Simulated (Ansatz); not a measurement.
Coupled-cluster run, CH6ClNSi, SMILES `CN[SiH2]Cl`.

```yaml
crystal:
  periodic: [false, false, false]
  atoms:
    - {symbol: C, position_ang: [-0.292692, 1.250610, 0.587978]}
    - {symbol: N, position_ang: [-0.411632, 0.266403, -0.469445]}
    - {symbol: Si, position_ang: [0.508899, -1.157391, -0.545658]}
    - {symbol: Cl, position_ang: [0.054524, -2.568360, 0.905893]}
    - {symbol: H, position_ang: [-0.957752, 1.053359, 1.436390]}
    - {symbol: H, position_ang: [-0.503451, 2.254396, 0.209659]}
    - {symbol: H, position_ang: [0.732037, 1.254764, 0.966919]}
    - {symbol: H, position_ang: [-1.312110, 0.266794, -0.922963]}
    - {symbol: H, position_ang: [0.251474, -1.802852, -1.851003]}
    - {symbol: H, position_ang: [1.930714, -0.817723, -0.317768]}
basis:
  gaussian: {orbitals: def2-QZVPP}
correlation: {method: ccsd_t}
```

```sh
$ ansatz run in.yaml --threads 2 --pin off --events-out ev --progress --plain --max-ram 32768MiB --backend cuda --devices 0, --max-vram 18GiB
```

The program prints (abridged):

```
Functional definition: HF
2554 factors; integrals over basis functions are off by at most 7.8e-4 eV
mean field evaluation 1: about -22974.3173 eV, gradient 3.6e1 eV
mean field evaluation 2: about -22974.4449 eV, gradient 3.6e1 eV
mean field evaluation 4: about -22977.5302 eV, gradient 3.8e0 eV
mean field evaluation 8: about -22977.5792 eV, gradient 2.1e-1 eV
mean field -22977.57944981 eV, -844.4104700177 hartree, gradient 2.2e-6 eV, S^2 0.000000; 0 other end points of the search recorded, 0 dependent functions left out
12 core orbitals not correlated: weight in the atoms' cores, before any rotation towards them, 1.000 or more for the frozen orbitals, at most 0.000 for the correlated occupied ones
reference -22977.57944981 eV, -844.4104700177 hartree; 13, 13 occupied and 409, 409 virtual orbitals, 2554 factors
second order -20.63378596 eV of doubles, -0.00000000 eV of singles
cycle   1  -21.23443181 eV  change   -6.0e-1 eV  update   8.6e-2
cycle   2  -21.72320643 eV  change   -4.9e-1 eV  update   2.4e-2
cycle   3  -21.80026122 eV  change   -7.7e-2 eV  update   1.1e-2
cycle   4  -21.79125589 eV  change    9.0e-3 eV  update   2.6e-3
cycle   5  -21.79109320 eV  change    1.6e-4 eV  update   1.4e-3
cycle   6  -21.79139589 eV  change   -3.0e-4 eV  update   4.1e-4
cycle   7  -21.79122689 eV  change    1.7e-4 eV  update   1.6e-4
cycle   8  -21.79122809 eV  change   -1.2e-6 eV  update   4.8e-5
cycle   9  -21.79124621 eV  change   -1.8e-5 eV  update   1.5e-5
perturbative correction -0.90357699 eV, -0.0332058420 hartree
Total energy: -23000.27427302 eV, -845.2444893875 hartree
```

Run time 31 s (2 threads of an AMD EPYC 7R13 on a shared host and a share of an NVIDIA H100 80 GB); peak host memory 2.1 GiB.

MP2 recovers 90.9 % of the CCSD(T) correlation energy and the triples give 4.0 %; T1 = 0.0097.
